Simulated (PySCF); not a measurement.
Ti(F)4 cation (F₄Ti), SMILES [F][Ti]([F])([F])[F] (connectivity only; charge and spin as stated), charge +1, multiplicity 2.

Geometry optimised at TPSSh-D3(BJ)/def2-SVP. The spin state was assumed, not searched. The isomer is the one that the SMILES or the coordinates give; other isomers of the formula were not compared.

Two levels are set side by side: PBE/def2-TZVP (PySCF) and M06-2X/def2-TZVP (PySCF). Same geometry, gas phase. Differences are taken from unrounded values.

```json
[
 {"quantity": "α-spin orbital gap (eV)", "M06-2X": "11.42", "PBE": "5.22", "PBE minus M06-2X": "-6.20"},
 {"quantity": "β-spin orbital gap (eV)", "M06-2X": "7.47", "PBE": "1.32", "PBE minus M06-2X": "-6.15"},
 {"quantity": "mean polarisability (bohr³)", "M06-2X": "34.0", "PBE": "32.4", "PBE minus M06-2X": "-1.7"}
]
```

Rough cost on one machine, each run with all the roots and properties that it gave: M06-2X against PBE within a factor of 2.
